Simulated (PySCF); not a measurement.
A structure optimised at B3LYP-D3(BJ)/def2-SVP, used in a PySCF frequency run:

```xyz
16

C      2.2935    -0.4105    -0.5151
C      1.2956     0.1185     0.5132
C     -0.0241     0.5195    -0.1180
C     -1.2312     0.7732     0.8094
C     -1.8896    -0.3740     0.0217
O     -0.6975    -0.5957    -0.7459
H      2.5484     0.3626    -1.2589
H      3.2293    -0.7408    -0.0382
H      1.8606    -1.2660    -1.0556
H      1.7070     0.9963     1.0441
H      1.0950    -0.6526     1.2775
H      0.1456     1.3298    -0.8548
H     -1.7096     1.7583     0.7225
H     -1.0350     0.5563     1.8697
H     -2.7443    -0.0755    -0.6130
H     -2.1831    -1.2640     0.6063
```
Charge 0, spin multiplicity 1.

Write its SMILES and formula.

CC[C@@H]1CCO1, C5H10O

What are its rotational constants (standard atomic weights)?

8.0793, 2.4170, 2.0675 GHz
